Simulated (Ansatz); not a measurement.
Isolated molecules relaxed with PBE0-D4/def2-TZVP in Ansatz; ΔE leaves out vibrations. CBS: MP2 limit from def2 TZ/QZ plus the TZ coupled-cluster correction, frozen cores. This one scheme is used for every species. Functionals use def2-TZVPP. B3LYP here is the variant with VWN-RPA as its local correlation; programs differ in this. HSE06 is defined as in plane-wave codes. Each species was taken in one conformer, which may not be the lowest.

`[F][Al]([Cl])[O][SiH3]` + HCl → `[SiH3][O][Al]([Cl])[Cl]` + H–F  (ligand exchange at the Al–F bond)

`[F][Al]([Cl])[O][SiH3]`:

Cartesian coordinates in Å:
```
F 2.083 1.489 1.655
Al 0.849 1.478 0.582
Cl 0.198 3.287 -0.185
O 0.148 0.044 0.133
Si -0.639 -1.272 -0.420
H 0.340 -2.350 -0.712
H -1.380 -0.934 -1.663
H -1.599 -1.742 0.611
```

HCl:

Cartesian coordinates in Å:
```
Cl 0.398 -0.391 0.312
H -0.398 0.391 -0.312
```

`[SiH3][O][Al]([Cl])[Cl]`:

Cartesian coordinates in Å:
```
Si 1.104 -0.264 -0.997
O -0.090 0.021 0.075
Al -1.298 0.311 1.173
Cl -2.334 -1.267 2.031
Cl -1.789 2.254 1.700
H 2.117 0.820 -0.921
H 0.535 -0.310 -2.369
H 1.755 -1.564 -0.691
```

H–F:

Z-matrix (Å, degrees):
```
F
H 1 0.920
```

```csv
level,ΔE (kcal/mol),difference from CCSD(T)/CBS
r2SCAN-D4,5.0,0.5
r2SCAN0-D4,4.2,-0.3
HSE06-D4,3.2,-1.3
revPBE,4.9,0.4
B3LYP,6.7,2.2
r2SCANh,4.9,0.4
HSE06,3.9,-0.6
BHLYP,6.2,1.7
LC-ωPBE,5.4,0.9
HF/def2-SVP,4.9,0.4
MP2/def2-SVP,5.9,1.4
CCSD(T)/def2-SVP,6.2,1.7
HF/def2-TZVPP,5.7,1.2
SCS-MP2/def2-TZVPP,5.6,1.1
CCSD(T)/def2-TZVPP,5.3,0.8
MP2/def2-QZVPP,4.2,-0.3
CCSD(T)/CBS,4.5,0
```

Largest T1 diagnostic among the species: 0.011.

The D4 term adds −1.2 kcal/mol with B3LYP and −0.7 kcal/mol with PBE0; it sums over pairs of atoms, weighted by their polarisabilities, and B3LYP, whose exchange is more repulsive, gets the larger term. At CCSD(T), def2-SVP lies +1.7 kcal/mol from the extrapolated value and def2-TZVPP +0.8 kcal/mol.

CCSD(T)/CBS has its own doubt, a few kJ/mol and more with outer-core shells, so smaller differences from it don't rank the levels.
